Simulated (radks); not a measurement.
Results of a calculation; reference values are marked as such.
Cs+, configuration [Kr] 4d10 5s2 5p5 7s1 (not the ground configuration). Code: a radial shooting solver on a logarithmic mesh with Libxc functionals. Model: scalar-relativistic Kohn-Sham, BLYP, spin-polarised, spherical densities, point nucleus; open shells are filled with parallel spins first (spin-orbit coupling, left out, can overturn this in heavy ions). Some entries of the table are withheld. Estimate them.

| orbital | occ. | eigenvalue (eV) | r(max) (bohr) | <r> (bohr) |
|---|---|---|---|---|
| 1s up | 1 | -35818.58 | 0.01678 | 0.02611 |
| 1s down | 1 | -35818.53 | 0.01678 | 0.02611 |
| 2s up | 1 | -5629.676 | 0.09488 | 0.1121 |
| 2s down | 1 | -5629.649 | 0.09488 | 0.1121 |
| 2p up | 3 | -5051.717 | 0.07617 | 0.09820 |
| 2p down | 3 | -5051.673 | 0.07617 | 0.09820 |
| 3s up | 1 | -1180.549 | 0.2725 | 0.2991 |
| 3s down | 1 | -1180.504 | 0.2725 | 0.2991 |
| 3p up | 3 | -994.6032 | 0.2666 | 0.2970 |
| 3p down | 3 | -994.5520 | 0.2666 | 0.2970 |
| 3d up | 5 | -721.6018 | 0.2203 | 0.2736 |
| 3d down | 5 | -721.5524 | 0.2203 | 0.2736 |
| 4s up | 1 | -233.2345 | 0.6423 | 0.6946 |
| 4s down | 1 | -233.1312 | 0.6424 | 0.6945 |
| 4p up | 3 | -173.7697 | 0.6726 | 0.7393 |
| 4p down | 3 | -173.6641 | 0.6727 | 0.7392 |
| 4d up | 5 | -87.2516 | 0.7203 | 0.8363 |
| 4d down | 5 | -87.1078 | 0.7203 | 0.8353 |
| 5s up | 1 | -39.1185 | 1.530 | 1.705 |
| 5s down | 1 | -38.3914 | 1.526 | 1.704 |
| 5p up | 3 | (1) | 1.745 | 1.991 |
| 5p down | 2 | (2) | 1.743 | 1.999 |
| 7s up | 1 | -3.9684 | 8.268 | 8.530 |

Answer. 
(1) 5p up eigenvalue (eV): -25.2649
(2) 5p down eigenvalue (eV): -24.5274
